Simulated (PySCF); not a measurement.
C4H9NSi, SMILES C=C=C[Si@@H](C)N. Geometry: r2SCAN-D4/def2-SVP. The structure was generated by enumeration; whether it is a known compound was not checked. One conformer was computed; it need not be the lowest.

Computed equilibrium geometry at r2SCAN-D4/def2-SVP (PySCF confirms it by a frequency run) as a Z-matrix (one conformer of several):
```
Si
N 1 1.7386
H 2 1.0166 1 118.59
H 2 1.0167 3 109.58 1 -140.46
H 1 1.5019 2 115.99 3 -60.75
C 1 1.8742 5 109.03 2 121.01
H 6 1.1015 1 110.76 5 55.19
H 6 1.1018 7 108.29 1 -121.74
H 6 1.1029 7 107.54 8 -116.41
C 1 1.8752 5 106.05 2 -118.85
C 10 1.3128 1 122.71 5 -1.33
C 11 1.3117 1 143.61 5 -1.22
H 12 1.0957 11 121.17 1 -89.71
H 12 1.0958 13 117.63 11 179.55
H 10 1.1018 11 118.48 13 94.74
```
